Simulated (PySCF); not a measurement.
First SCF of a structure search on triplet BrPtN, at a hand-made linear geometry. PySCF input:

```python
from pyscf import gto, scf, dft
mol = gto.M(atom='''
Pt     0.000000     0.000000     0.000000
N      0.000000     0.000000    -1.720000
Br     0.000000     0.000000     2.370000''',
    basis={'Pt': 'def2-SVP', 'N': 'def2-SVP', 'Br': 'def2-SVP'},
    ecp={'Pt': 'def2-SVP'},
    charge=0, spin=2)
mf = dft.UKS(mol, xc='PBE')
mf.grids.atom_grid = (50, 194)
aux = {'Pt': 'def2-universal-JKFIT', 'N': 'def2-universal-JKFIT', 'Br': 'def2-universal-JKFIT'}
mf = mf.density_fit(auxbasis=aux)
mf.conv_tol = 1e-08
mf.diis_space = 10
mf.max_cycle = 60
mf.init_guess = 'minao'
mf.verbose = 4
mf.kernel()
```

Excerpt of the output (cycles alone):

```
init E= -2735.05286458677
cycle= 1 E= -2746.07975250812  delta_E=  -11  |g|= 1.39  |ddm|= 6.05
cycle= 2 E= -2721.80823288344  delta_E= 24.3  |g|= 6.04  |ddm|= 8.07
cycle= 3 E= -2744.37665800397  delta_E= -22.6  |g|= 2.41  |ddm|= 6.82
cycle= 4 E= -2745.52920532315  delta_E= -1.15  |g|= 1.71  |ddm|= 3.13
cycle= 5 E= -2747.22359740088  delta_E= -1.69  |g|= 0.662  |ddm|= 2.32
cycle= 6 E= -2747.40540649226  delta_E= -0.182  |g|= 0.191  |ddm|= 0.696
cycle= 7 E= -2747.4159350273  delta_E= -0.0105  |g|= 0.128  |ddm|= 0.426
cycle= 8 E= -2747.4254371939  delta_E= -0.0095  |g|= 0.0271  |ddm|= 0.191
cycle= 9 E= -2747.42596431683  delta_E= -0.000527  |g|= 0.00772  |ddm|= 0.0479
cycle= 10 E= -2747.42600047604  delta_E= -3.62e-05  |g|= 0.00213  |ddm|= 0.0158
cycle= 11 E= -2747.42600208461  delta_E= -1.61e-06  |g|= 0.00319  |ddm|= 0.0132
cycle= 12 E= -2747.42600856573  delta_E= -6.48e-06  |g|= 0.000672  |ddm|= 0.0086
cycle= 13 E= -2747.42600911685  delta_E= -5.51e-07  |g|= 0.000494  |ddm|= 0.00468
cycle= 14 E= -2747.42600925638  delta_E= -1.4e-07  |g|= 0.000162  |ddm|= 0.00233
cycle= 15 E= -2747.42600927554  delta_E= -1.92e-08  |g|= 3.97e-05  |ddm|= 0.00107
cycle= 16 E= -2747.42600927708  delta_E= -1.53e-09  |g|= 1.53e-05  |ddm|= 0.000107
Extra cycle  E= -2747.42600927711  delta_E= -3.09e-11  |g|= 1.4e-05  |ddm|= 0.000114
converged SCF energy = -2747.42600927711  <S^2> = 2.0198788  2S+1 = 3.0132234
```

No lower solution of this spin was found from smeared starts or by a stability analysis within the unrestricted form.

With open d or f shells other occupations or spin states may lie lower. No spin–orbit coupling is included, which matters more the heavier the element.

The search for the lowest solution, 3 starts and the stability check together, took 17 s on 2 threads of a shared Arm Neoverse V1 host, with 78 basis functions; the process peaked at 0.34 GiB.
